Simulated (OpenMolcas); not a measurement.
**Ne4+: Slater's ratio, the spin-orbit constant, worked from levels**

| Property | Result |
| --- | --- |
| Program | OpenMolcas |
| Basis | ANO-RCC [8s7p4d3f2g] |
| Scalar Hamiltonian | DKH2, point nucleus |
| Active space | 4 electrons in 9 orbitals (RAS2 2s 2p; RAS3 3d, at most 2 electrons) |
| State averaging | 2S+1 = 3 even, 3 roots; 2S+1 = 1 even, 6 roots; 2S+1 = 5 odd, 1 root; 2S+1 = 3 odd, 9 roots; 2S+1 = 1 odd, 8 roots |
| Spin-orbit coupling | RASSI with atomic mean-field integrals over the reference wave functions, term energies averaged over their components |

Methods: RASSCF; SS-RASPT2, IPEA 0.25 Eh, imaginary shift 0.1 Eh (closed shells correlated: 1s). Measured levels: NIST levels in Podobedova, Fuhr, Reader and Wiese, J. Phys. Chem. Ref. Data 33, 525 (2004).

**Slater's ratio.** With one set of orbitals, p2 has 1D - 3P = 6 F2 and 1S - 1D = 9 F2 (F2 = F²/25), a ratio of 3/2. Term energies are centres of gravity, weighted by 2J + 1.

```
   Source  1D - 3P  1S - 3P  F2 from the first  Ratio
   RASSCF    31654    66696               5276  1.107
SS-RASPT2    29842    63436               4974  1.126
 measured    29537    63159               4923  1.138
```

Energies in cm-1. A ratio away from 3/2 shows effects beyond one configuration with one set of orbitals, and in heavier atoms second-order spin-orbit shifts.

**The spin-orbit constant.** For the Hund term 3P of p2, E(J) = (A/2) J(J+1) + constant and ζ = 2S·A = 2A. From J = 0 to J = 2 the energy changes by 3 A.

| Source | E(2) - E(0) | A | ζ |
| --- | --- | --- | --- |
| RASSCF | 1131.8 | 377.3 | 755 |
| SS-RASPT2 | 1132.2 | 377.4 | 755 |
| measured | 1110.1 | 370.0 | 740 |

All in cm-1. SS-RASPT2 is off by +2.0 % and RASSCF by +2.0 %. Both methods take the spin-orbit matrix elements from the reference wave functions, so the second can move ζ only through the term energies and any multistate remixing. Second-order mixing with other terms is absorbed into this ζ.

Active for correlation alone: 3d; no level in the range computed is led by a configuration that fills it, so any true level of that kind is missing. Computed and measured levels are paired by configuration, term and J; levels that our copy of the source lacks, or whose pairing is in doubt (as where it misses far off the trend of its configuration), stay unpaired and out of the deviations. Only configurations of the active space appear.
